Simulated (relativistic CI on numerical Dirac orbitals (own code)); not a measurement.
# Hyperfine structure of I36+, mass number 127

Method of calculation: Dirac-Coulomb-Breit CI, KLI orbitals optimised for each configuration, model QED (radiative potential, 1s self-energy scaled to tabulated hydrogen-like ionisation energies), unscaled Slater integrals (own radial code, finite nucleus).

Configuration list (outside the closed core [Ne]): 3s2.3p5, 3s.3p6, 3s2.3p4.3d, 3s.3p5.3d, 3p6.3d, 3s.3p4.3d2, 3s2.3p3.3d.4p, 3p6.4s, 3s.3p4.3d.4s, 3s2.3p4.4s, 3p6.4p, 3s2.3p4.4p, 3s2.3p3.3d2, 3s2.3p2.3d3, 3s.3p3.3d3, 3s2.3p2.3d2.4s, 3s2.3p2.3d2.4p. Double excitations out of closed p, d and f shells are left out; levels of such configurations are missing from the list, as are those of other unlisted configurations, and high levels can miss mixing partners.

Nuclear spin I = 5/2, μ = 2.8087 μN, Q = -0.688 b (tables of Stone and Pyykkö). The electronic factors are computed for point nuclear moments, without core polarisation or the Bohr-Weisskopf and QED corrections.

```tsv
Level	E (cm⁻¹)	A (GHz)	B (GHz)
3s2.3p5 2P°_3/2	0	72.19	83.5
3s2.3p5 2P°_1/2	571602	462.2	
3s2.3p4.3d 4D_5/2	1244511	54.25	6.97
3s2.3p4.3d 2D_3/2	1370698	38.75	-45.1
3s2.3p4.3d 4F_9/2	1384853	40.72	-33
```

Levels with J = 0, under 50 % of one LS term, or S terms without an open s electron are left out. Small factors come from cancelling terms and can be off by tens of per cent or more.

At this charge energies of transitions that change n are usually good to better than 1 %, and those within a shell (Δn = 0) to a few per cent.

Task: Give the hyperfine levels of 3s2.3p5 2P°_1/2 relative to its centre of gravity.

Result: With K = F(F + 1) − I(I + 1) − J(J + 1), E = AK/2: F = 2: -808.8, F = 3: 577.7 GHz.

LS names give the leading component of a level, which can be under half, so a name can repeat, a term be missing and a line seem to break the LS rules.
